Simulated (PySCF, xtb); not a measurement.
Ge(F)2 cation (F2Ge), SMILES [F][Ge][F] (connectivity only; charge and spin as stated), charge +1, multiplicity 2.

Harmonic wavenumbers (cm⁻¹) from GFN2-xTB (xtb) at its own minimum, in rising order: 73, 303, 350.

**Question.** What does PBE-D3(BJ)/def2-TZVP (PySCF) give at its own minimum? (Estimate from the structure and the level; the computed values follow.)

**Answer.** 183, 688, 742. Paired by order, the mean absolute difference is 295 cm⁻¹ and the zero-point energies are 1.0 and 2.3 kcal/mol.
